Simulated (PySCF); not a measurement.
Job for PySCF: R-M06-2X/def2-TZVPP on GeH4SSe (SMILES S[Se][GeH3]), a point of a torsion scan.

```python
from pyscf import gto, dft

mol = gto.M(
    atom='''
    S     2.28711895    0.46033222    0.20262429
    Se    0.83979056   -0.91771525    1.10113600
    Ge   -1.12322438    0.03933055    0.24507917
    H     2.64813392   -0.31375333   -0.82314865
    H    -1.10598015    0.02519410   -1.25802337
    H    -2.28879515   -0.76120796    0.73801914
    H    -1.25921564    1.46415239    0.69401733
    ''',
    basis='def2-tzvpp',
    charge=0, spin=0, verbose=4, max_memory=1800)
mf = dft.RKS(mol, xc='m062x').density_fit(auxbasis='def2-universal-jkfit')
mf.grids.level = 4
mf.conv_tol = 1e-9
mf.max_cycle = 150
mf.kernel()
mf.dip_moment()
```

Question: What total energy does the run end on?

Answer: -4879.1887 hartree.
